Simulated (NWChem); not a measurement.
System: C$_{3}$H$_{5}$Br; SMILES C=C(C)Br

```xyz
9

C      1.3099    -1.5286     0.0000
C      0.1130    -0.9438     0.0000
C     -1.2111    -1.6282     0.0000
Br     0.0004     0.9567     0.0000
H      2.2390    -0.9569     0.0000
H      1.3736    -2.6205     0.0000
H     -1.8000    -1.3434     0.8859
H     -1.0766    -2.7196     0.0000
H     -1.8000    -1.3434    -0.8859
```
Atoms are numbered in this order, from 1.

Results from NWChem. Geometry optimised at PBE0/def2-SVP; all other runs use it. This build's default masses of Se (78.918 u) and Br (79.917 u) are each other's, which moves their modes by up to 0.6 %.

```json
[
 {"quantity": "−ε(HOMO) (eV)", "level": "B3LYP/def2-SVP", "value": "6.83"},
 {"quantity": "dipole in solution (D) in water", "level": "PBE0/def2-SVP, SMD", "value": "[?]"},
 {"quantity": "vertical, lowest excitation, singlet (eV)", "level": "B3LYP/def2-SVPD, TDA", "value": "5.58"},
 {"quantity": "anisotropy (bohr³), static", "level": "B3LYP/def2-SVPD", "value": "[?]"},
 {"quantity": "dipole (D)", "level": "PBE0/def2-SVP", "value": "[?]"},
 {"quantity": "highest harmonic frequency (cm⁻¹)", "level": "PBE0/def2-SVP", "value": "3286"}
]
```

**Question.** Some entries are withheld; supply them.

**Answer.** 
- dipole in solution (D) in water, value: 2.07
- anisotropy (bohr³), static, value: 26.5
- dipole (D), value: 1.57
